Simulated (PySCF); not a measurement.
An unknown is described by computed data only.

Formula: C3H6BF2N.

| Item | Value |
| --- | --- |
| 13C NMR | chemical shifts (computed TMS as zero) by class: 174.6 (1 C), 42.4 (1 C), 10.7 (1 C) ppm [GIAO KT2/pcSseg-2] |
| NMR, other nuclei | isotropic shieldings of nuclei other than C and H, by class: 72 (1 B), -69 (1 N), 234 (2 F) ppm [GIAO KT2/pcSseg-2] |
| Polarisability | 57.2 au [wB97X-D/def2-SVPD] |
| Couplings | largest of the computed one-bond spin–spin couplings (means over like bonds): 13C–1H +173.8, 19F–11B -139.3 (×2), 13C–1H +132.6 (×2), 13C–1H +123.0 (×2), 13C–11B +83.0, 15N–1H -45.1, 13C–13C +38.4, 13C–13C +36.0 Hz [B3LYP/pcJ-1, spin–dipole term left out for some pairs] |
| Dipole | 1.09 D [wB97X-D/def2-SVPD] |
| UV, first state | lowest singlet excitation: 5.40 eV (230 nm, f = 0.003) [TDDFT wB97X-D/def2-SVPD] |
| Triplet | lowest triplet excitation (Tamm–Dancoff): 4.62 eV [TDA wB97X-D/def2-SVPD] |
| Rotational structure | rotational constants A, B, C: 7.498, 1.042, 0.949 GHz [PBE0-D3(BJ)/def2-SVP] |

Electronic properties: PySCF, gas phase, density fitting. Levels stand in brackets. Geometry: PBE0-D3(BJ)/def2-SVP, one conformer, isolated molecule. Each NMR value is the plain mean over a class of atoms that symmetry, rotation or inversion makes alike.

**Question.** Give a SMILES that accounts for the data.

**Answer.** Numbering: `[H]/[N:1]=[CH:2]\[CH2:3][CH2:4][B:5]([F:6])[F:7]`. 3 carbons fall into 3 classes; from least to most shielded: imine carbon [C2] (174.6 ppm), chain CH2 carbon [C3] (42.4 ppm), sp3 carbon bound to boron [C4] (10.7 ppm). The other shieldings belong to: 72 ppm, three-coordinate boron [B5]; -69 ppm, imine nitrogen [N1]; 234 ppm, boron-bound fluorine [F6/F7]. The couplings run between: +173.8 Hz, imine carbon [C2] and its hydrogen; -139.3 Hz, boron-bound fluorine [F6] and three-coordinate boron [B5] (with 1 like pair); +132.6 Hz, chain CH2 carbon [C3] and its hydrogen (with 1 like pair); +123.0 Hz, sp3 carbon bound to boron [C4] and its hydrogen (with 1 like pair); +83.0 Hz, sp3 carbon bound to boron [C4] and three-coordinate boron [B5]; -45.1 Hz, imine nitrogen [N1] and its hydrogen; +38.4 Hz, imine carbon [C2] and chain CH2 carbon [C3]; +36.0 Hz, chain CH2 carbon [C3] and sp3 carbon bound to boron [C4]. The optimised geometry has point group C1 and is an asymmetric top. Structure: `[H]/N=C\CCB(F)F`. Computed isomers that give other values at the same levels: `[BH3-][N+]#CCC(F)F` (smallest rotational constant: 1.015 GHz; this holds for the one conformer computed). The assignments are read from this structure; whether some other isomer fits the data as well wasn't checked.

The values belong to the conformer `[H]/[N:1]=[CH:2]\[CH2:3][CH2:4][B:5]([F:6])[F:7]`: N1–C2–C3–C4 127°, C2–C3–C4–B5 178°, C3–C4–B5–F6 -4°.
